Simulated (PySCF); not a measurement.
**Spinor energies of Tc¹⁴⁺ (technetium, charge +14)**

Start: [Ar] 3d10 4s1; 4s1/2 filled at m_j = +1/2. Calculated with PySCF 2.14 in an uncontracted even-tempered set (18 s from 0.66 bohr⁻², ratio 2.8; 13 p from 0.86 bohr⁻², ratio 2.8; 9 d from 1.5 bohr⁻², ratio 2.8; 4 f from 4.1 bohr⁻², ratio 3): generalised Hartree-Fock with the X2C-1e Hamiltonian and a Gaussian nucleus; spin-orbit coupling (SO) screened by Boettger's factors.

```json
{"spinor shell": "1s1/2", "electrons": "2", "ε, screened SO (eV)": "-21477.7", "weight of nominal j (screened SO)": "1.000", "rms radius, screened SO (bohr)": "0.0394"}
{"spinor shell": "2s1/2", "electrons": "2", "ε, screened SO (eV)": "-3407.0", "weight of nominal j (screened SO)": "1.000", "rms radius, screened SO (bohr)": "0.162"}
{"spinor shell": "2p1/2", "electrons": "2", "ε, screened SO (eV)": "-3158.2", "weight of nominal j (screened SO)": "1.000", "rms radius, screened SO (bohr)": "0.141"}
{"spinor shell": "2p3/2", "electrons": "4", "ε, screened SO (eV)": "-3038.1", "weight of nominal j (screened SO)": "1.000", "rms radius, screened SO (bohr)": "0.145"}
{"spinor shell": "3s1/2", "electrons": "2", "ε, screened SO (eV)": "-869.43", "weight of nominal j (screened SO)": "1.000", "rms radius, screened SO (bohr)": "0.439"}
{"spinor shell": "3p1/2", "electrons": "2", "ε, screened SO (eV)": "-771.95", "weight of nominal j (screened SO)": "1.000", "rms radius, screened SO (bohr)": "0.435"}
{"spinor shell": "3p3/2", "electrons": "4", "ε, screened SO (eV)": "-750.64", "weight of nominal j (screened SO)": "1.000", "rms radius, screened SO (bohr)": "0.445"}
{"spinor shell": "3d3/2", "electrons": "4", "ε, screened SO (eV)": "-580.96", "weight of nominal j (screened SO)": "0.996", "rms radius, screened SO (bohr)": "0.423"}
{"spinor shell": "3d5/2", "electrons": "6", "ε, screened SO (eV)": "-576.88", "weight of nominal j (screened SO)": "0.997", "rms radius, screened SO (bohr)": "0.426"}
{"spinor shell": "4s1/2", "electrons": "1", "ε, screened SO (eV)": "-336.77", "weight of nominal j (screened SO)": "1.000", "rms radius, screened SO (bohr)": "0.991"}
```

```json
{"quantity": "E (hartree)", "screened SO": "-4215.32207"}
{"quantity": "M_J", "screened SO": "1/2"}
{"quantity": "⟨J²⟩", "screened SO": "0.750"}
{"quantity": "⟨L²⟩", "screened SO": "0.006"}
{"quantity": "⟨S²⟩", "screened SO": "0.756"}
```

Each row is a mean over spinors that exchange with the open shell spreads, by up to 2.260 eV (3s1/2).

Breit and QED terms are absent; they matter most for the inner s and p1/2 levels.

Densities and radii are taken from the X2C orbitals without a picture-change correction, which distorts them close to the nucleus.
